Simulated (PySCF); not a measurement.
Excitations are Tamm–Dancoff values on a coarser integration grid. The basis has no diffuse functions, so Rydberg states are missing or too high.

Cartesian coordinates (Å):
SMILES: C(C(C)C)#N
```xyz
12

C      1.2317    -0.5787    -0.0918
C      0.0029     0.3145    -0.3335
C     -1.3082    -0.3787     0.0746
C      0.1496     1.5889     0.3737
N      0.2665     2.5917     0.9519
H      2.1576    -0.0773    -0.4016
H      1.3182    -0.8352     0.9730
H      1.1285    -1.5099    -0.6658
H     -0.0484     0.5590    -1.4089
H     -1.2948    -0.6296     1.1442
H     -1.4268    -1.3087    -0.4985
H     -2.1769     0.2641    -0.1174
```
Charge 0, spin multiplicity 1.

Question: What is the computed HOMO–LUMO gap, total energy, dipole moment, T1 excitation (TDA), S1–T1 gap (TDA), S1 excitation (TDA), HOMO and S1 oscillator strength (PBE-D3(BJ)/def2-TZVP (PySCF))?

Answer: 
```
Property                      Value
----------------------  -----------
HOMO–LUMO gap               7.34 eV
total energy            -5746.62 eV
dipole moment                4.07 D
T1 excitation (TDA)         6.29 eV
S1–T1 gap (TDA)             1.14 eV
S1 excitation (TDA)         7.44 eV
HOMO                       -7.82 eV
S1 oscillator strength        0.006
```
